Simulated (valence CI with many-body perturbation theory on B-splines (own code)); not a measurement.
# Co¹⁴⁺ in brief

Method: valence CI with perturbative core correlation (CI+MBPT): three valence electrons over a frozen Dirac-Fock core [Ne], radial functions for each j: 11 s, 11 p, 10 d, 8 f, 5 g, 2 h, with the one-electron correlation potential Σ1, the two-electron term Σ2, the three-electron term Σ3, Breit, model QED; selected CI, second order for the rest, scaled by the run's own slope (own B-spline code, finite nucleus).

No measured spectrum was set against this ion. As an estimate, levels of excited configurations hold to 0.05 to 0.15 % of their energy, terms of the ground configuration to about 0.5 %.

Rates and lifetimes use the calculated energies. Strong lines usually hold to 10 to 20 %, long lifetimes can be off by a factor of two.

Q: What is the ground level?

A: 3s2 3p 2P°_1/2, composition 97 % 3s2 3p 2P°, g = 0.664.

Q: Among levels below 2081000 cm⁻¹, which E1 lines absorb most strongly from the ground level?

A: to 3s2 3d 2D_3/2 at 19.75 nm, f = 0.447; to 3s2 4d 2D_3/2 at 5.258 nm, f = 0.296; to 3s 3p2 2S_1/2 at 25.56 nm, f = 0.212.

Q: How is the term 2P° of the ground level split?

A: J = 1/2 at 0, J = 3/2 at 23002 cm⁻¹.

Q: Where does the other parity begin?

A: At 3s 3p2 4P_1/2, 241970 cm⁻¹.

Q: How well does LS coupling describe the low levels?

A: Among the lowest 20 levels the leading LS term, summed over configurations, holds 95 % on average. For single configurations the figures are 87 % in LS and 66 % in jj coupling. Terms mix most in the J = 1/2 level at 391180 cm⁻¹, where the leading one holds 71 %.
